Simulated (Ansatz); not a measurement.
Ansatz (an electronic-structure program) job for C2H6AlClS, SMILES C[S][Al]([CH3])[Cl], B3LYP-D3(BJ)/def2-SVP. 

Ansatz 0.2 input:
```yaml
crystal:
  periodic: [false, false, false]
  atoms:
    - {symbol: Al, position_ang: [-0.10146530, 0.41091127, 0.34637877]}
    - {symbol: Cl, position_ang: [0.80166439, 2.19246155, 0.00673970]}
    - {symbol: C, position_ang: [-1.34497763, 0.03996030, 1.85740697]}
    - {symbol: H, position_ang: [-2.35168056, -0.24283541, 1.53734569]}
    - {symbol: H, position_ang: [-1.44216979, 0.95030021, 2.45470611]}
    - {symbol: H, position_ang: [-0.99711591, -0.74949576, 2.52950721]}
    - {symbol: S, position_ang: [0.39719221, -1.16592195, -1.12495275]}
    - {symbol: C, position_ang: [-0.58403701, -2.59145506, -0.51181473]}
    - {symbol: H, position_ang: [-1.12948421, -2.31975604, 0.38731209]}
    - {symbol: H, position_ang: [0.10405968, -3.40429724, -0.30384980]}
    - {symbol: H, position_ang: [-1.27384243, -2.88388883, -1.29682959]}
basis:
  gaussian:
    orbitals: def2-SVP
hamiltonian:
  xc: b3lyp
  dispersion: d3bj
relax: {f_tol: 0.002, max_steps: 200}
```

Output:

```
WARN ansatz: RAYON_NUM_THREADS=1 ignored (pool sized by the plan → 1); use --threads N
Functional definition: B3LYP
integrals: 0.07 GiB planned
1170 factors; integrals over basis functions are off by at most 3.3e-4 eV
mean field: 0.53 GiB planned
mean field evaluation 1: about -32111.6695 eV, gradient 6.0e1 eV
mean field evaluation 2: about -32105.4504 eV, gradient 7.2e1 eV
mean field evaluation 4: about -32120.5639 eV, gradient 2.3e0 eV
mean field evaluation 8: about -32120.5902 eV, gradient 2.7e-2 eV
mean field -32120.59024488 eV, -1180.4099193813 hartree, gradient 5.3e-5 eV, S^2 0.000000; 0 other end points of the search recorded, 0 dependent functions left out
the calculation of the forces begins
reference -32120.59051346 eV, -1180.4099292515 hartree; 32, 32 occupied and 80, 80 virtual orbitals, 1170 factors
relax step   1: F+E_penalty+E_count = -32121.07872077 eV  Δ(F+E_penalty+E_count) = +0.000e0 eV  max|allowed force component| = 2.083e0 eV/Å  Δτ_max = 0.0000 Å  (25 SCF iters, accepted)
these checks for a lower state are left out or cut short: starts, cluster_reference, orbital_swaps, neighbouring_geometries, increment
integrals: 0.07 GiB planned
1170 factors; integrals over basis functions are off by at most 3.3e-4 eV
mean field: 0.53 GiB planned
mean field evaluation 16: about -32120.6588 eV, gradient 4.8e0 eV
mean field -32120.71142347 eV, -1180.4143726123 hartree, gradient 5.2e-6 eV, S^2 0.000000; 0 other end points of the search recorded, 0 dependent functions left out
the calculation of the forces begins
reference -32120.71169442 eV, -1180.4143825697 hartree; 32, 32 occupied and 80, 80 virtual orbitals, 1170 factors
relax step   2: F+E_penalty+E_count = -32121.19627610 eV  Δ(F+E_penalty+E_count) = -1.176e-1 eV  max|allowed force component| = 1.905e-1 eV/Å  Δτ_max = 0.0840 Å  (28 SCF iters, accepted)
these checks for a lower state are left out or cut short: starts, cluster_reference, orbital_swaps, neighbouring_geometries, increment
integrals: 0.07 GiB planned
1170 factors; integrals over basis functions are off by at most 3.3e-4 eV
mean field: 0.53 GiB planned
mean field -32120.71300980 eV, -1180.4144309088 hartree, gradient 2.7e-5 eV, S^2 0.000000; 0 other end points of the search recorded, 0 dependent functions left out
the calculation of the forces begins
reference -32120.71327980 eV, -1180.4144408312 hartree; 32, 32 occupied and 80, 80 virtual orbitals, 1170 factors
relax step   3: F+E_penalty+E_count = -32121.20083725 eV  Δ(F+E_penalty+E_count) = -4.561e-3 eV  max|allowed force component| = 4.454e-2 eV/Å  Δτ_max = 0.0222 Å  (28 SCF iters, accepted)
these checks for a lower state are left out or cut short: starts, cluster_reference, orbital_swaps, neighbouring_geometries, increment
integrals: 0.07 GiB planned
1170 factors; integrals over basis functions are off by at most 3.3e-4 eV
mean field: 0.53 GiB planned
mean field evaluation 32: about -32120.7144 eV, gradient 1.1e-3 eV
mean field -32120.71440395 eV, -1180.4144821431 hartree, gradient 2.2e-5 eV, S^2 0.000000; 0 other end points of the search recorded, 0 dependent functions left out
the calculation of the forces begins
reference -32120.71467437 eV, -1180.4144920808 hartree; 32, 32 occupied and 80, 80 virtual orbitals, 1170 factors
relax step   4: F+E_penalty+E_count = -32121.20125895 eV  Δ(F+E_penalty+E_count) = -4.217e-4 eV  max|allowed force component| = 1.599e-2 eV/Å  Δτ_max = 0.0197 Å  (22 SCF iters, accepted)
these checks for a lower state are left out or cut short: starts, cluster_reference, orbital_swaps, neighbouring_geometries, increment
integrals: 0.07 GiB planned
1170 factors; integrals over basis functions are off by at most 3.3e-4 eV
mean field: 0.53 GiB planned
mean field -32120.71450793 eV, -1180.4144859641 hartree, gradient 6.0e-5 eV, S^2 0.000000; 0 other end points of the search recorded, 0 dependent functions left out
the calculation of the forces begins
reference -32120.71477829 eV, -1180.4144958999 hartree; 32, 32 occupied and 80, 80 virtual orbitals, 1170 factors
relax step   5: F+E_penalty+E_count = -32121.20133038 eV  Δ(F+E_penalty+E_count) = -7.143e-5 eV  max|allowed force component| = 3.987e-3 eV/Å  Δτ_max = 0.0031 Å  (20 SCF iters, accepted)
these checks for a lower state are left out or cut short: starts, cluster_reference, orbital_swaps, neighbouring_geometries, increment
integrals: 0.07 GiB planned
1170 factors; integrals over basis functions are off by at most 3.3e-4 eV
mean field: 0.53 GiB planned
mean field -32120.71457300 eV, -1180.4144883554 hartree, gradient 6.6e-5 eV, S^2 0.000000; 0 other end points of the search recorded, 0 dependent functions left out
the calculation of the forces begins
reference -32120.71484338 eV, -1180.4144982915 hartree; 32, 32 occupied and 80, 80 virtual orbitals, 1170 factors
relax step   6: F+E_penalty+E_count = -32121.20133594 eV  Δ(F+E_penalty+E_count) = -5.556e-6 eV  max|allowed force component| = 5.154e-3 eV/Å  Δτ_max = 0.0028 Å  (20 SCF iters, accepted)
these checks for a lower state are left out or cut short: starts, cluster_reference, orbital_swaps, neighbouring_geometries, increment
integrals: 0.07 GiB planned
1170 factors; integrals over basis functions are off by at most 3.3e-4 eV
mean field: 0.53 GiB planned
mean field -32120.71461170 eV, -1180.4144897776 hartree, gradient 2.6e-5 eV, S^2 0.000000; 0 other end points of the search recorded, 0 dependent functions left out
the calculation of the forces begins
reference -32120.71488208 eV, -1180.4144997140 hartree; 32, 32 occupied and 80, 80 virtual orbitals, 1170 factors
relax step   7: F+E_penalty+E_count = -32121.20133805 eV  Δ(F+E_penalty+E_count) = -2.110e-6 eV  max|allowed force component| = 5.639e-4 eV/Å  Δτ_max = 0.0013 Å  (19 SCF iters, accepted)
integrals: 0.07 GiB planned
1170 factors; integrals over basis functions are off by at most 3.3e-4 eV
mean field: 0.53 GiB planned
mean field -32120.71461170 eV, -1180.4144897776 hartree, gradient 2.6e-5 eV, S^2 0.000000; 1 other end points of the search recorded, 0 dependent functions left out
the calculation of the forces begins
reference -32120.71488208 eV, -1180.4144997140 hartree; 32, 32 occupied and 80, 80 virtual orbitals, 1170 factors
Total energy: -32121.20160843 eV, -1180.4323865774 hartree
Atom 0 at    -0.125847     0.370841     0.359491 Å, force    -0.000421     0.000213     0.000173 eV/Å
Atom 1 at     0.797158     2.246475     0.046036 Å, force     0.000105     0.000110     0.000022 eV/Å
Atom 2 at    -1.333719     0.074599     1.858273 Å, force    -0.000229    -0.000194     0.000377 eV/Å
Atom 3 at    -2.337753    -0.222629     1.510958 Å, force     0.000112     0.000006     0.000028 eV/Å
Atom 4 at    -1.441257     0.986760     2.465843 Å, force     0.000220     0.000205    -0.000328 eV/Å
Atom 5 at    -0.965625    -0.730536     2.516549 Å, force     0.000005     0.000017     0.000071 eV/Å
Atom 6 at     0.389696    -1.150816    -1.110446 Å, force     0.000010    -0.000124     0.000002 eV/Å
Atom 7 at    -0.582647    -2.606593    -0.521620 Å, force     0.000421    -0.000564    -0.000225 eV/Å
Atom 8 at    -1.154541    -2.390187     0.390641 Å, force    -0.000063     0.000290    -0.000041 eV/Å
Atom 9 at     0.111907    -3.432980    -0.318441 Å, force    -0.000068    -0.000069    -0.000054 eV/Å
Atom 10 at    -1.279229    -2.908950    -1.315335 Å, force    -0.000092     0.000110    -0.000024 eV/Å
Dipole moment:    -0.381950    -0.418488     0.309373 e Å
```

The calculation finished and met its thresholds.
